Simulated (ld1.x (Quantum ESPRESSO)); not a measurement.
## What one change does to a pseudopotential (In (Z = 49), PAW)

indium, PAW, made with ld1.x (Quantum ESPRESSO) 7.5 (LDA (PZ), scalar-relativistic). Core [Kr] 4d10, reference 5s2 5p1. Waves: 5s (bound): rcut 2.00, rcutus 2.55 bohr; 5s channel at 0.45 Ry: rcut 2.00, rcutus 2.55 bohr; 5p (bound): rcut 2.40, rcutus 2.85 bohr; 5p channel at 3.35 Ry: rcut 2.40, rcutus 2.85 bohr. Local part: all-electron potential smoothed inside 2.85 bohr (lloc = -1). Core correction: a·sin(br)/r model core, default radius (ld1.x builds one for every PAW set, though the input has nlcc=.false.). Augmentation charge: PSQ, inside the norm-conserving radii.

Change: waves 5s (bound): rcut 2.00, rcutus 3.32 bohr; 5s channel at 0.45 Ry: rcut 2.00, rcutus 3.32 bohr.

Cutoffs: the cutoffs (Ry, on a coarse ladder) from which the occupation-weighted sum of valence levels, in a spherical-Bessel basis at the reference potential, stays within 10 and 1 mRy of its value at 400 Ry; they do not see the model core or the augmentation charge, which bear on the density cutoff. Errors are all-electron minus pseudo energies relative to the spin-unpolarised reference configuration.

Predict the effect on cutoff, ghosts and configuration errors.

Both files are so soft that the ladder of cutoffs tells neither apart; of the 9 tests that both files solve, the error grows in 3 and shrinks in 0 by more than 15 % and 0.3 meV (median size 19.4 → 16.7 meV); neither file shows a bound ghost. More of the atom is replaced by a form fitted at one configuration, so other configurations suffer.

```tsv
quantity	base	changed
cutoff, loose	6 Ry	6 Ry
cutoff, tight	6 Ry	6 Ry
bound ghosts	none	none
error for 5s2 5p0, meV [ΔE 5.59 eV]	-8.8	-15
error for 5s1 5p0, meV [ΔE 25.26 eV]	-220	-229
error for 5s2 5p0.5, meV [ΔE 2.05 eV]	-1.2	-1.9
error for 5s0 5p3, meV [ΔE 12.16 eV]	-76	-77
error for 5s1 5p1, meV [ΔE 12.29 eV]	-64	-60
error for 5s1 5p2, meV [ΔE 5.94 eV]	-19	-17
error for 5s2 5p1.3, meV [ΔE -0.58 eV]	+0.3	+0.2
error for 5s2 5p1 (spin-polarised), meV [ΔE -0.12 eV]	-0.4	-1.0
error for 5s1 5p0 (spin-polarised), meV [ΔE 25.03 eV]	-237	-252
lowest overlap eigenvalue by channel	s 0.36, p 0.71	s 0.33, p 0.71
```
